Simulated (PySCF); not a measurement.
CH5GaO.
Bonds: C1–O2, O2–Ga3. Hydrogens: H4, H5, H6 on C1; H7, H8 on Ga3.

Method: PBE0-D3(BJ)/def2-SVP geometry optimisation, gas phase (PySCF).

Task: How far are the bound atoms from Ga3?

Result: 3 atoms: H7 1.557 Å, H8 1.567 Å, O2 1.783 Å. The nearest atom not counted as bound is C1, at 2.84 Å.

Task: List the angles at Ga3.

Result: 
| angle | degrees | distance of the outer atoms (Å) |
| --- | --- | --- |
| H7–Ga3–H8 | 130.3 | 2.84 |
| O2–Ga3–H8 | 116.1 | 2.84 |
| O2–Ga3–H7 | 113.6 | 2.80 |

Task: What is the shape at Ga3?

Result: Planar: angles 130.3°, 116.1° and 113.6°, sum 360.0°, 0.00 Å off the plane of its three neighbours.

Task: What are the other bond lengths?

Result: C1–O2 1.394 Å; C1–H4, C1–H5, C1–H6 1.106 Å.

Task: Give some angles away from the centre.

Result: C1–O2–Ga3 126.0°.

Task: What are the rotational constants (commonest isotopes, rigid rotor)?

Result: A = 39455, B = 3949, C = 3673 MHz: a near-prolate asymmetric top.

Point group: near Cs, missed by 0.16 Å at most; the miss may be what the optimiser left on a soft mode. Charge 0, singlet. Not checked by PBE0-D3(BJ)/def2-SVP frequencies.

On one thread of an Arm Neoverse V2, no GPU (shared host), this took 18 s of wall time and 0.36 GiB of memory at its peak. These figures are those of the optimisation.

One conformer stands for the species.
